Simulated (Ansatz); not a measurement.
```yaml
crystal:
  periodic: [false, false, false]
  atoms:
    - {symbol: Be, position_ang: [1.096553, -1.507044, -0.376553]}
    - {symbol: Be, position_ang: [1.954021, 0.371812, -0.078197]}
    - {symbol: Be, position_ang: [-0.228132, -1.662000, 1.229210]}
    - {symbol: Be, position_ang: [-0.021817, 0.059828, 0.194109]}
    - {symbol: Be, position_ang: [1.599075, -0.855497, 1.476730]}
basis:
  gaussian: {orbitals: pcseg-2}
total_charge: -1
magnetization: {spin_polarized: true, initial_magnetization: 1}
hamiltonian: {xc: {name: wPBEh}}
scf: {omitted_lower_state_checks: [starts]}
```

```sh
$ ansatz run in.yaml --threads 4 --pin off --events-out ev --progress --plain --max-ram 3916MiB
```

Shortened log:

```
Functional definition: wPBEh
665 factors; their error is unknown
105 factors; integrals over basis functions are off by at most 2.8e-6 eV
mean field evaluation 1: about -1999.1261 eV, gradient 8.5e0 eV
mean field evaluation 2: about -1998.4842 eV, gradient 1.1e1 eV
mean field evaluation 4: about -1999.7696 eV, gradient 1.3e0 eV
mean field evaluation 8: about -1999.7876 eV, gradient 2.7e-1 eV
mean field evaluation 16: about -1999.7615 eV, gradient 7.6e-3 eV
mean field evaluation 32: about -1999.7615 eV, gradient 3.5e-5 eV
mean field -1999.76152434 eV, -73.4898805323 hartree, gradient 1.1e-5 eV, S^2 0.790478; 0 other end points of the search recorded, 0 dependent functions left out
reference -1999.76155536 eV, -73.4898816723 hartree; 11, 10 occupied and 64, 65 virtual orbitals, 665 factors
Total energy: -1999.76155536 eV, -73.4898816723 hartree
Checks for a lower state left out: starts
```

Hardware: 4 threads of Arm Neoverse V1 on a shared host. Wall time 2.5 s.

The highest occupied level of an anion often lies above zero with these methods, and sets without diffuse functions describe the outer electron poorly.
